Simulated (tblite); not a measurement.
Compound: C4H5N2SSe (doublet state).
SMILES with atom numbers: `[CH3:1][CH:2][S:3][c:4]1[cH:5][n:6][se:7][n:8]1` (hydrogens: H9, H10, H11 on C1; H12 on C2; H13 on C5)
Bond orders are those of one Lewis drawing.

Computed with GFN2-xTB (tblite), gas phase: L-BFGS steps from a force-field or distance-geometry start until the largest atomic force falls under 0.01 eV/Å.

Step 11: E = -633.7022 eV
```
atom  x, y, z in Å  |  force x, y, z in eV/Å
C1      2.7391    0.0234    0.0906    0.047  -0.036  -0.028
C2      1.3249   -0.1702   -0.2867   -0.029  -0.021   0.038
S3      0.1981    1.0031    0.2402   -0.158  -0.050  -0.012
C4     -1.3986    0.3448   -0.1711   -0.040  -0.002   0.243
C5     -2.2565   -0.1149    0.8641   -0.111   0.149  -0.060
N6     -3.4607   -0.4346    0.4753   -0.015  -0.029   0.028
Se7    -3.6081   -0.1542   -1.2714    0.054  -0.122  -0.022
N8     -1.9309    0.3890   -1.3737    0.220   0.041   0.147
H9      2.8192    0.6887    0.9481   -0.003   0.026  -0.060
H10     3.1839   -0.9365    0.3490    0.051  -0.076   0.006
H11     3.3252    0.4367   -0.7348    0.051   0.051  -0.005
H12     1.0477   -0.8663   -1.0550   -0.094   0.042  -0.069
H13    -1.9877   -0.2086    1.9077    0.027   0.028  -0.206
```

Step 12: E = -633.7090 eV
```
atom  x, y, z in Å  |  force x, y, z in eV/Å
C1      2.7390    0.0241    0.0837    0.028  -0.046   0.017
C2      1.3254   -0.1679   -0.2917   -0.083  -0.008  -0.007
S3      0.1975    0.9996    0.2423   -0.110   0.014   0.078
C4     -1.4000    0.3450   -0.1593    0.113   0.015   0.057
C5     -2.2602   -0.1121    0.8668   -0.133   0.112   0.063
N6     -3.4628   -0.4322    0.4720   -0.021  -0.036   0.030
Se7    -3.5958   -0.1556   -1.2767    0.013  -0.136  -0.036
N8     -1.9172    0.3827   -1.3693    0.150   0.050   0.145
H9      2.8102    0.6879    0.9420    0.026   0.046  -0.019
H10     3.1747   -0.9385    0.3482    0.090  -0.057  -0.019
H11     3.3341    0.4430   -0.7325    0.022   0.007  -0.023
H12     1.0344   -0.8662   -1.0516   -0.061   0.007  -0.094
H13    -1.9836   -0.2093    1.9083   -0.034   0.032  -0.191
```

Step 13: E = -633.7134 eV
```
atom  x, y, z in Å  |  force x, y, z in eV/Å
C1      2.7395    0.0236    0.0796   -0.008  -0.041   0.031
C2      1.3244   -0.1673   -0.2943   -0.085   0.005  -0.030
S3      0.1950    0.9974    0.2449   -0.002   0.050   0.146
C4     -1.3999    0.3456   -0.1503    0.141   0.019  -0.031
C5     -2.2648   -0.1076    0.8694   -0.176   0.060   0.042
N6     -3.4655   -0.4319    0.4702    0.027  -0.013   0.024
Se7    -3.5873   -0.1593   -1.2805    0.030  -0.125  -0.043
N8     -1.9063    0.3799   -1.3638    0.042   0.030   0.070
H9      2.8055    0.6882    0.9376    0.039   0.038  -0.001
H10     3.1712   -0.9409    0.3475    0.094  -0.019  -0.038
H11     3.3398    0.4470   -0.7314   -0.011  -0.033  -0.022
H12     1.0252   -0.8653   -1.0514   -0.035   0.001  -0.092
H13    -1.9813   -0.2089    1.9049   -0.055   0.028  -0.055
```

Question: Estimate the geometry and energy of step 14. (The exact step hangs on the optimiser's Hessian estimate; all steps are aligned on step 13, rigid shifts and turns removed.)

Answer: E = -633.7165 eV, largest force 0.200 eV/Å
```
atom  x, y, z in Å  |  force x, y, z in eV/Å
C1      2.7397    0.0223    0.0777   -0.034  -0.025   0.020
C2      1.3225   -0.1673   -0.2956   -0.052   0.009  -0.034
S3      0.1933    0.9969    0.2489    0.081   0.048   0.176
C4     -1.3984    0.3461   -0.1444    0.085   0.027  -0.066
C5     -2.2708   -0.1029    0.8706   -0.072   0.036   0.058
N6     -3.4672   -0.4324    0.4695   -0.016  -0.010  -0.018
Se7    -3.5814   -0.1643   -1.2832    0.052  -0.105  -0.055
N8     -1.8991    0.3792   -1.3591   -0.027   0.003   0.001
H9      2.8041    0.6892    0.9348    0.040   0.015  -0.001
H10     3.1717   -0.9429    0.3465    0.076   0.015  -0.047
H11     3.3426    0.4486   -0.7312   -0.041  -0.061  -0.013
H12     1.0194   -0.8641   -1.0536   -0.019   0.020  -0.070
H13    -1.9808   -0.2080    1.9013   -0.072   0.029   0.049
```

The energy changes by -0.0031 eV. The first-order estimate −F·Δx gives -0.0043 eV and the mean of the old and new forces, exact on a quadratic surface, -0.0031 eV. The step makes an angle of 54° with the force vector and moves no atom by more than 0.009 Å.

What follows is the cost of the whole relaxation. Time: 0.64 s of wall time. Hardware: Arm Neoverse V2, one thread, shared host.
